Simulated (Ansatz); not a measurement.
One change: `FB([SiH3])Br` becomes `CCB(F)Br`.

Ansatz, PBE0-D4/def2-TZVP geometries, multiplicity 1. Each molecule was computed in one conformer, which needn't be the lowest.

Scalar relativity is left out up to krypton.

```
                                                                                  property  `FB([SiH3])Br`
ideal-gas entropy at 298 K and 1 bar (rigid rotor, harmonic PBE0-D4/def2-TZVP) / J/(mol·K)             341
                                            size of the dipole moment (PBE/def2-TZVPP) / D            0.61
                                                   HOMO–LUMO gap (ωB97M-V/def2-TZVPP) / eV           10.71
                                            zero-point energy (PBE0-D4/def2-TZVP) / kJ/mol            83.7
                                                     HOMO–LUMO gap (B3LYP/def2-TZVPP) / eV            6.14
                                                     LUMO energy (ωB97M-V/def2-TZVPP) / eV            0.19
```

(1) What does the change do to each property? (Best estimate.)

Results:

(1) Ansatz gave: 
```
                                                                                  property  `CCB(F)Br`  shift
ideal-gas entropy at 298 K and 1 bar (rigid rotor, harmonic PBE0-D4/def2-TZVP) / J/(mol·K)         348      7
                                            size of the dipole moment (PBE/def2-TZVPP) / D        1.68   1.07
                                                   HOMO–LUMO gap (ωB97M-V/def2-TZVPP) / eV       12.11   1.40
                                            zero-point energy (PBE0-D4/def2-TZVP) / kJ/mol       191.3  107.6
                                                     HOMO–LUMO gap (B3LYP/def2-TZVPP) / eV        7.31   1.17
                                                     LUMO energy (ωB97M-V/def2-TZVPP) / eV        1.44   1.25
```

With PBE0 the HOMO falls by 0.05 eV and the LUMO rises by 1.21 eV, so the gap widens by about 1.26 eV. PBE moves the HOMO by 0.03 eV and ωB97M-V by -0.16 eV. The zero-point energy changes by 107.6 kJ/mol with +9 modes. Dipoles are sizes alone; their direction can turn. Modes under 60 cm⁻¹, often nearly free rotors, make the harmonic entropy too high.

B3LYP here is the variant with VWN-RPA as its local correlation; programs differ in this.

Spin–orbit coupling is left out; it splits and shifts lone-pair levels of the heavy atoms by tenths of an eV.
